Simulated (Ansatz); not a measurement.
Reaction (atomization): `N#[C][Ge]([Cl])([Cl])[Cl]` → C• + 3 Cl• + Ge• + N•

Calculated with Ansatz (gas phase, PBE0-D4/def2-TZVP geometries, no zero-point term in ΔE). CCSD(T)/CBS is the MP2 limit (def2-TZVPP, def2-QZVPP) plus CCSD(T) − MP2 in def2-TZVPP, frozen cores. This one scheme is used for every species, atoms too. DFT in def2-TZVPP. No spin–orbit coupling; open shells (•) take unrestricted orbitals. Spin–orbit coupling would lower the free atoms: a little for C, Cl; clearly for Ge. Bonds to Ge are less sure, by a few kJ/mol each and by 10 to 20 or more in all where they break to atoms, as the def2 sets lack core-valence functions. Scalar relativity is left out up to krypton.

Problem. What is ΔE at CCSD(T)/CBS? (An estimate is asked.)

Solution. Ansatz gave: +2191.6 kJ/mol.

Problem. What do these levels give: PBE-D4, BLYP-D4, CAM-B3LYP-D4, PBE0, RPA@PBE/def2-TZVPP, MP2/def2-SVP, CCSD/def2-SVP, CCSD(T)/def2-SVP, MP2/def2-TZVPP, SCS-MP2/def2-QZVPP, MP2/CBS(def2), CCSD/CBS(def2)? (Best estimate.)

Solution. The calculation gave: PBE-D4 2291.8, BLYP-D4 2185.8, CAM-B3LYP-D4 2160.3, PBE0 2187.3, RPA@PBE/def2-TZVPP 1967.1, MP2/def2-SVP 2123.0, CCSD/def2-SVP 1960.8, CCSD(T)/def2-SVP 2013.1, MP2/def2-TZVPP 2253.4, SCS-MP2/def2-QZVPP 2238.9, MP2/CBS(def2) 2320.7, CCSD/CBS(def2) 2117.6 kJ/mol.

Largest T1 diagnostic among the species: 0.011.

Leaving LDA and LC-ωPBE aside and taking each functional with its dispersion term where it has one, the values, not all of them listed here, spread over 237.2 kJ/mol, from BHLYP-D4 to PBE-D4. LDA lies +326.3 kJ/mol from PBE without D4, its usual overbinding. From BLYP to BHLYP (50 % exact exchange), in def2-TZVPP and without D4, ΔE moves by −114.4 kJ/mol: exact exchange takes away binding that semilocal exchange gives to molecules. The D4 term adds +41.6 kJ/mol with B3LYP and +22.0 kJ/mol with PBE0; it sums over pairs of atoms, weighted by their polarisabilities, and B3LYP, whose exchange is more repulsive, gets the larger term.

B3LYP here is the variant with VWN-RPA as its local correlation; programs differ in this.

For atomizations the MP2-based limit and the directly extrapolated one differ by several kJ/mol either way, and by 10 to 25 for some Ge, Se and Sn compounds, so smaller differences from it don't rank the levels.
